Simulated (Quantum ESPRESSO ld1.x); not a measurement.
Results of a calculation; reference values are marked as such.
Task: Coherent X-ray form factor from a spherical all-electron density. Level of theory: scalar-relativistic Kohn-Sham, relativistic LDA (MacDonald-Vosko exchange, VWN5 correlation), spin-unpolarised, spherical densities, point nucleus (ld1.x of Quantum ESPRESSO 7.5).

sin(theta)/lambda (1/angstrom),f0 (electrons)
0.05,24.547
0.1,23.352
0.15,21.755
0.2,20.034
0.25,18.333
0.3,16.713
0.4,13.827
0.5,11.511
0.6,9.775
0.8,7.660
1,6.540
1.25,5.576
1.5,4.702
2,3.181

The species is in the configuration that NIST lists as its ground one. Which atom or ion scatters so?

Result: The iron ion Fe+, [Ar] 3d6 4s1. Extrapolating in s^2 from the first two rows gives f0(0) = 24.9, near the electron count 25; among species with that count, the fall with angle is slower the higher Z, and the table is that of Z = 26; from so few rows the species is fixed only to a neighbour or two.
